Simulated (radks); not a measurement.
Results of a calculation; reference values are marked as such.
Question: Species: Tb XXVII. Configuration: [Kr] 4d3. Level of theory: scalar-relativistic Kohn-Sham, r2SCAN, spin-polarised, spherical densities, finite nucleus; open shells are filled with parallel spins first (spin-orbit coupling, left out, can overturn this in heavy ions); meta-GGA in the generalised Kohn-Sham scheme; Fermi nuclear charge, rms radius 5.06 fm (a radial shooting solver on a logarithmic mesh with Libxc functionals). Some entries of the table are withheld. Estimate them.

orbital  occ.  eigenvalue (eV)  r(max) (bohr)  <1/r> (bohr^-1)
1s down     1        -52791.98        0.01364            73.09
1s up       1        -52791.98        0.01364            73.09
2s up       1        -9495.713        0.07746            16.99
2s down     1        -9491.943        0.07745            16.99
2p up       3        -8531.286        0.06280            15.81
2p down     3        -8528.384        0.06279            15.81
3s up       1        -2764.196         0.2188            6.299
3s down     1        -2763.300         0.2188            6.299
3p up       3        -2465.151         0.2147            5.913
3p down     3        -2463.873         0.2148            5.912
3d up       5        -2080.282         0.1755            5.603
3d down     5        -2077.568         0.1757            5.602
4s up       1        -1143.037         0.4845            2.873
4s down     1        -1133.499         0.4843            2.871
4p up       3              (1)            (2)            2.704
4p down     3              (3)            (4)            2.700
4d up       3        -888.4567         0.4999            2.514
4d down     0        -878.9542         0.4998            2.515
5s up       0        -604.9450         0.9047            1.599
5s down     0        -597.1921         0.9026            1.602
5p up       0        -558.3998         0.9460              (5)
5p down     0        -550.4371         0.9482              (6)

Answer: 
(1) 4p up eigenvalue (eV): -1034.680
(2) 4p up r(max) (bohr): 0.4987
(3) 4p down eigenvalue (eV): -1025.209
(4) 4p down r(max) (bohr): 0.4987
(5) 5p up <1/r> (bohr^-1): 1.509
(6) 5p down <1/r> (bohr^-1): 1.508
